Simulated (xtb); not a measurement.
neopentane (C5H12), SMILES CC(C)(C)C. All values are semi-empirical tight-binding results from xtb (GFN2-xTB unless named), good for trends rather than for accurate numbers. Coordinates come from a GFN2-xTB optimisation.

Task: Estimate the properties. (An estimate is asked for; the answer gives what the named calculation found.)

Result: 
```json
{
  "point_group_as_xtb_finds_it": "Td",
  "orbital_gap": "14.09 eV",
  "dipole_moment": "0.00 D",
  "zero_point_energy": "99.2 kcal/mol",
  "G − E(el) at 298.15 K (modified RRHO)": "82.3 kcal/mol",
  "static polarisability (D4 model)": "63.4 bohr³",
  "solvation energy, GFN2-xTB/ALPB(water)": "-0.1 kcal/mol",
  "solvation energy, GFN2-xTB/ALPB(dmso)": "-3.7 kcal/mol"
}
```

Task: Give the IR lines (harmonic; lines under 4 % of the strongest left out, lines within 3 cm⁻¹ merged). (An estimate is asked for; the answer gives what the named calculation found.)

Result: ν (cm⁻¹): 1278 (m), 3030 (m), 3038 (vs) (against the strongest line: vs over 80 %, s over 45 %, m over 15 %, w over 4 %, vw less)
